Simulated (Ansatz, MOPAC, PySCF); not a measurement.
Tautomers of Oc1ccco1. Isolated molecules, 0 K electronic values unless said otherwise. One relaxed conformer stands for each flexible species; it need not be the lowest. Strings in code marks are SMILES.

Quantity: electronic energy of isomers of C4H4O2 relative to `O=C1CC=CO1`, in kcal/mol. Semi-empirical values (MOPAC) are differences of heats of formation.

Level 1: frozen-core MP2/cc-pVTZ // CAM-B3LYP-D3(BJ)/def2-TZVP (Ansatz, a first-principles code)
Level 2: B3LYP/3-21G // CAM-B3LYP-D3(BJ)/def2-TZVP (PySCF)
Level 3: PBE/6-31G* // CAM-B3LYP-D3(BJ)/def2-TZVP (PySCF)
Level 4: PM7 // CAM-B3LYP-D3(BJ)/def2-TZVP (MOPAC)

| species | level 1 | level 2 | level 3 | level 4 |
|---|---|---|---|---|
| `Oc1ccco1` (H–O–C–O torsion 180°) | 8.78 | 16.6 | 15.4 | 18.8 |
